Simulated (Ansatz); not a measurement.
Calculated with Ansatz (gas phase, PBE0-D4/def2-TZVP geometries, no zero-point term in ΔE). CBS: MP2 limit from def2 TZ/QZ plus the TZ coupled-cluster correction, frozen cores. DFT in def2-TZVPP. B3LYP here is the variant with VWN-RPA as its local correlation; programs differ in this. For Ge outer-core shells are correlated without core-valence functions, which leaves a few kJ/mol of doubt a bond. Scalar relativity is left out up to krypton.

`[CH2]1O[CH2][GeH2]1` → `[GeH3][CH]1CO1`  (isomerisation)

`[CH2]1O[CH2][GeH2]1`:

Cartesian coordinates in Å:
```
C -0.510 -1.104 -0.311
O -0.749 -0.571 0.997
C -0.050 0.678 1.055
Ge 0.604 0.459 -0.801
H 0.002 -2.069 -0.256
H -1.446 -1.227 -0.864
H 0.708 0.669 1.843
H -0.740 1.508 1.233
H 0.071 1.421 -1.877
H 2.111 0.236 -1.018
```

`[GeH3][CH]1CO1`:

```xyz
10

Ge   -1.401    0.276    0.372
C     0.296   -0.633    0.028
C     1.438    0.080   -0.548
O     1.401   -0.217    0.832
H    -2.390   -0.027   -0.766
H    -1.997   -0.212    1.701
H    -1.128    1.786    0.443
H     0.260   -1.710   -0.136
H     1.345    1.133   -0.803
H     2.175   -0.477   -1.122
```

**Question.** Is it downhill or uphill in electronic energy at CCSD(T)/CBS, and by how much? (Best estimate.)

**Answer.** Computed: Uphill: ΔE = +14.2 kJ/mol.

**Question.** What do these levels give: r2SCAN-D4, B3LYP-D4, ωB97X-V, PBE, PBE0, B3LYP, HF/def2-TZVPP, SCS-MP2/def2-TZVPP, CCSD/def2-TZVPP, CCSD(T)/def2-TZVPP, HF/def2-QZVPP, SCS-MP2/def2-QZVPP? (Estimate.)

**Answer.** Ansatz gave: r2SCAN-D4 6.4, B3LYP-D4 12.4, ωB97X-V 9.0, PBE 8.7, PBE0 10.5, B3LYP 10.9, HF/def2-TZVPP 4.8, SCS-MP2/def2-TZVPP 8.2, CCSD/def2-TZVPP 11.1, CCSD(T)/def2-TZVPP 11.4, HF/def2-QZVPP 4.5, SCS-MP2/def2-QZVPP 9.6 kJ/mol.

Largest T1 diagnostic among the species: 0.012.

In def2-TZVPP, CCSD(T) changes the Hartree–Fock value by +6.7 kJ/mol (the triples alone add +0.3 kJ/mol) and MP2 by +4.2 kJ/mol.
